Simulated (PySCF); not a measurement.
# Vibration and rotation of KSb⁺

UHF-CCSD(T) constants of KSb⁺, ⁴Σ⁻ (quartet), unpaired electrons σ ↑, π ↑↑ (PySCF, spin-free X2C with a Gaussian nucleus, basis sets K x2c-SVPall, Sb x2c-SVPall; masses 38.9637 and 120.9038 u):

```
ωe              : 67.1 cm⁻¹
ωexe            : 0.573 cm⁻¹
Be              : 0.038281 cm⁻¹
αe              : 0.000368 cm⁻¹
D (centrifugal) : 4.98e-08 cm⁻¹
De to K⁺ + Sb   : 0.227 eV
```

Q: Give the vibrational terms G(v) and spacings up to v = 6.

A: G(v) = ωe(v+½) − ωexe(v+½)².

```json
{"v": "0", "G(v) (cm⁻¹)": "33.4", "G(v) − G(v−1)": "", "Bv (cm⁻¹)": "0.03810"}
{"v": "1", "G(v) (cm⁻¹)": "99.4", "G(v) − G(v−1)": "66.0", "Bv (cm⁻¹)": "0.03773"}
{"v": "2", "G(v) (cm⁻¹)": "164.2", "G(v) − G(v−1)": "64.8", "Bv (cm⁻¹)": "0.03736"}
{"v": "3", "G(v) (cm⁻¹)": "227.8", "G(v) − G(v−1)": "63.7", "Bv (cm⁻¹)": "0.03699"}
{"v": "4", "G(v) (cm⁻¹)": "290.3", "G(v) − G(v−1)": "62.5", "Bv (cm⁻¹)": "0.03663"}
{"v": "5", "G(v) (cm⁻¹)": "351.7", "G(v) − G(v−1)": "61.4", "Bv (cm⁻¹)": "0.03626"}
{"v": "6", "G(v) (cm⁻¹)": "411.9", "G(v) − G(v−1)": "60.2", "Bv (cm⁻¹)": "0.03589"}
```

Q: How well does the Morse estimate ωe²/(4ωexe) reproduce De, and what is D0?

A: It gives 0.244 eV, 107 % of the computed De. D0 = De − G(0) = 0.227 − 0.004 = 0.223 eV.

Correlated steps freeze 23 core orbitals. The bond is weak. Basis-set superposition, not corrected here, can be much of De in a small basis, most of all at correlated wavefunction levels. Spin–orbit coupling is left out, which matters for elements this heavy, above all for dissociation energies. For an ion De counts to the pair picked by the measured ionisation energies or electron affinities, which need not be the lowest pair at this level. The state is the lowest determinant that a PBE0 search found; another state may lie lower at other levels.
